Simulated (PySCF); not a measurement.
## Polarisability and C₆ of Rh (rhodium, neutral)

[Kr] 4d7 5s2, high-spin 4F determinant (an excited configuration). All numbers are calculated (PySCF 2.14, scalar relativity by spin-free X2C-1e, in x2c-TZVPPall with one added diffuse shell each of s, p, d, f type (9s7p7d3f1g, 95 functions)). Coupled (time-dependent) response in atomic units; α is the mean over directions.

```
method  mean α (bohr³)  C₆ (like pair)  S(−4)
  BLYP           59.63           603.4   1658
  PW91           61.56           626.2   1826
```

S(−4) is the Cauchy moment in α(ω) = α(0) + S(−4) ω² + …

Spin-orbit coupling is absent.

α(iu) at PW91:

```json
{"u (hartree)": "0", "α(iu) (bohr³)": "61.56"}
{"u (hartree)": "0.0500", "α(iu) (bohr³)": "57.40"}
{"u (hartree)": "0.100", "α(iu) (bohr³)": "48.28"}
{"u (hartree)": "0.200", "α(iu) (bohr³)": "31.46"}
{"u (hartree)": "0.300", "α(iu) (bohr³)": "21.55"}
{"u (hartree)": "0.500", "α(iu) (bohr³)": "12.45"}
{"u (hartree)": "0.750", "α(iu) (bohr³)": "7.861"}
{"u (hartree)": "1.00", "α(iu) (bohr³)": "5.603"}
{"u (hartree)": "1.50", "α(iu) (bohr³)": "3.388"}
{"u (hartree)": "2.00", "α(iu) (bohr³)": "2.308"}
{"u (hartree)": "3.00", "α(iu) (bohr³)": "1.275"}
{"u (hartree)": "5.00", "α(iu) (bohr³)": "0.5531"}
```

A single London oscillator, α(iu) = α/(1 + u²/ω²), gives C₆ = (3/4) ω α². Matching the computed C₆ needs ω = 4 × 626.2 / (3 × 61.56²) = 0.220 hartree.
